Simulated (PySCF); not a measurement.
**Electron correlation in P (phosphorus, neutral)**

[Ne] 3s1 3p3 3d1, high-spin 6D determinant (an excited configuration). All numbers are calculated (PySCF 2.14, no relativity, point nucleus, in dyall-acv3z (19s12p6d4f, 113 functions)). Frozen: [Ne]; 5 electrons correlated; the 26 highest virtual orbitals of each spin left out.

MP2 pair energies summed by pair of shells (mhartree):

```tsv
pair	energy	share (%)
3p-3p	-16.29	54.4
3p-3d	-8.92	29.8
3s-3p	-3.78	12.6
3s-3d	-0.97	3.2
```

Total MP2 correlation energy: -29.96 mhartree.

Same-spin part -29.96 and opposite-spin part 0.00 mhartree; SCS-MP2 scales them by 1/3 and 6/5 to -9.99 mhartree.
